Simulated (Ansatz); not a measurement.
System: sum formula BHF, charge 0, multiplicity 2. SMILES: F[BH]
Structure (B3LYP-D3(BJ)/def2-TZVP (Ansatz, a quantum-chemistry and plane-wave program) minimum search):
```xyz
3

B     -0.6180     0.4147     0.0242
F      0.5272    -0.2094    -0.0070
H     -1.6550    -0.1892    -0.0583
```
Charge 0, spin multiplicity 2.

PBE beside other levels, property by property. Cores are frozen in the correlated levels unless marked. UHF or UKS for open shells. Spin-orbit coupling is left out. Non-relativistic. CBS marks a two-point X^-3 extrapolation of the correlation energy; Hartree-Fock from the larger set. Atomisation energies are electronic, to ground-state atoms; the column to compare with has the core term from cc-pwCVTZ added, other frozen-core levels have none. Vertical energies are electronic, to the SCF solution reached for that spin. The coupled-cluster column (Ansatz) is a level with limits of its own: CCSD(T)/CBS(aug-cc-pVTZ,aug-cc-pVQZ).

| property | PBE0/def2-TZVPD (Ansatz) | CAM-B3LYP/def2-TZVPD (Ansatz) | RI-MP2/CBS(aug-cc-pVTZ,aug-cc-pVQZ) (Ansatz) | coupled cluster |
|---|---|---|---|---|
| vertical ionisation energy to the singlet (eV) | 9.35 | 9.39 | 9.13 | 9.18 |
| atomisation energy (kcal/mol) | 235.5 | 238.2 | 243.3 | 234.0 |

What does PBE/def2-TZVPD (Ansatz) give for each property, and on which side of coupled cluster does it fall?


- vertical ionisation energy to the singlet: PBE lies 0.02 eV above coupled cluster; PBE gives 9.20 eV.
- atomisation energy: PBE lies 7.8 kcal/mol above coupled cluster; PBE gives 241.8 kcal/mol.
